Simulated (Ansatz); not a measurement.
**Pulling the pair apart**

The pair of Cu⁺ (SMILES [Cu+], atom 1) and CO (SMILES [C-]#[O+], atoms 2–3), both closed shells, in one local arrangement (a lower one may exist), relaxed at PBE0-D4/def2-TZVP:

```xyz
3
angstrom
Cu 0.0827 0.1191 -1.6283
C -0.0131 -0.0189 0.2600
O -0.0697 -0.1002 1.3681
```

CO is shifted rigidly along the line between the mean atom positions of the two fragments (negative: closer). Counterpoise interaction energies in kJ/mol. Ansatz 0.2.0; basis: def2-TZVPPD; cores frozen in the correlated methods. The 3s and 3p shells of Cu and Zn are frozen; filled d shells are correlated.

```csv
shift (Å),r2SCAN-D4,wB97M-V,PBE-D4
-0.19,-183.5,-112.2,-186.9
-0.09,-196.9,-135.1,-201.6
0.00,-196.3,-143.2,-202.0
0.09,-187.8,-142.3,-194.2
0.23,-169.5,-133.1,-176.4
0.47,-131.9,-107.6,-139.6
0.95,-75.6,-63.3,-82.7
1.90,-25.4,-21.1,-29.5
```

(1) What does CCSD(T) give at these shifts? (Judge from chemistry; the value comes from the calculation.)

T1 diagnostic: at most 0.025.

Answers

(1) The calculation gives: -93.3, -117.3, -126.8, -127.5, -120.5, -98.3, -57.8, -20.7 kJ/mol. For zero shift, CCSD(T) at an estimated basis limit (MP2 extrapolated from triple and quadruple zeta, plus CCSD(T) − MP2 in triple zeta) gives -138.8 kJ/mol. These are counterpoise interaction energies, counted from the two frozen fragments.

For scale, one of the runs: CCSD(T)/def2-TZVPPD, 144 basis functions, launched by `ansatz run in.yaml --threads 2 --pin off --events-out ev --progress --plain --max-ram 5222MiB`. Time: 6.5 s of wall clock on 2 CPU threads of an Intel Xeon 6975P-C; the host was shared. Peak host memory: 0.75 GiB.
